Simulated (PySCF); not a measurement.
cyclotrisilazane (H9N3Si3), SMILES [SiH2]1N[SiH2]N[SiH2]N1.

Geometry optimised at PBE-D3(BJ)/def2-SVP.

Two levels are set side by side: PBE/def2-TZVP (PySCF) and B3LYP/def2-TZVP (PySCF). Same geometry, gas phase. Differences are taken from unrounded values.

```json
[
 {"quantity": "orbital gap (eV)", "B3LYP": "7.01"},
 {"quantity": "highest occupied level (eV)", "B3LYP": "-6.96"},
 {"quantity": "lowest empty level (eV)", "B3LYP": "0.06"},
 {"quantity": "dipole moment (D)", "B3LYP": "0.83"},
 {"quantity": "mean polarisability (bohr³)", "B3LYP": "93.1"}
]
```

**Question.** What does PBE give, and how far is it from B3LYP? (An estimate is asked for; the answer gives what the named calculation found.)

**Answer.** 
| quantity | PBE | PBE minus B3LYP |
|---|---|---|
| orbital gap (eV) | 5.28 | -1.73 |
| highest occupied level (eV) | -5.86 | 1.10 |
| lowest empty level (eV) | -0.58 | -0.64 |
| dipole moment (D) | 0.82 | -0.01 |
| mean polarisability (bohr³) | 97.4 | 4.2 |

PBE's occupied levels lie high since its potential decays too fast outside the molecule; exact exchange lowers them and widens the gap. PBE's more diffuse valence density responds more strongly to a field. Differences between two approximate levels are no errors against the true value.

Rough cost on one machine, each run with all the roots and properties that it gave: B3LYP against PBE within a factor of 2.
